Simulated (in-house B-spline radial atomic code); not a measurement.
# Binding energies in Os13+

NIST's tabulated ground configuration is [Kr] 4d10 4f13 5s2 5p2; each binding energy is the energy of the ion with one electron taken from that subshell, relaxed, less that of the parent. Computed with a B-spline radial code for spherical atoms: Dirac-Hartree-Fock, average of configuration, Fermi nucleus of rms radius 5.4126 fm. Energies include first-order Breit, QED and recoil terms.

```json
{"subshell": "1s", "X-ray name": "K", "binding energy (eV)": "74151", "-ε (eV)": "74615.0", "relaxation (eV)": "82.0"}
{"subshell": "2s", "X-ray name": "L1", "binding energy (eV)": "13256.2", "-ε (eV)": "13350.2", "relaxation (eV)": "46.2"}
{"subshell": "3s", "X-ray name": "M1", "binding energy (eV)": "3335.6", "-ε (eV)": "3368.5", "relaxation (eV)": "23.2"}
{"subshell": "3d3/2", "X-ray name": "M4", "binding energy (eV)": "2310.5", "-ε (eV)": "2339.3", "relaxation (eV)": "25.3"}
{"subshell": "3d5/2", "X-ray name": "M5", "binding energy (eV)": "2239.5", "-ε (eV)": "2266.5", "relaxation (eV)": "24.6"}
{"subshell": "4s", "X-ray name": "N1", "binding energy (eV)": "934.6", "-ε (eV)": "943.6", "relaxation (eV)": "6.7"}
{"subshell": "4d3/2", "X-ray name": "N4", "binding energy (eV)": "563.7", "-ε (eV)": "569.8", "relaxation (eV)": "5.6"}
{"subshell": "4d5/2", "X-ray name": "N5", "binding energy (eV)": "548.9", "-ε (eV)": "554.4", "relaxation (eV)": "5.3"}
{"subshell": "5s", "X-ray name": "O1", "binding energy (eV)": "327.1", "-ε (eV)": "328.2", "relaxation (eV)": "0.6"}
{"subshell": "4f", "X-ray name": "N6,7", "binding energy (eV)": "316.8", "-ε (eV)": "321.6", "relaxation (eV)": "4.9"}
{"subshell": "5p", "X-ray name": "O2,3", "binding energy (eV)": "280.1", "-ε (eV)": "280.8", "relaxation (eV)": "0.4"}
```

Relaxation = -ε minus the binding energy without Breit, QED and recoil terms.

Q: What does it cost to remove both a 2s and a 4f electron?

A: 13615 eV, which is 42.18 eV more than the two single binding energies together.

Q: What does it cost to remove both a 4d3/2 and a 5p electron?

A: 870.51 eV, which is 26.71 eV more than the two single binding energies together.

Q: What does it cost to remove two 1s electrons?

A: 149770 eV, which is 1466 eV more than the two single binding energies together.
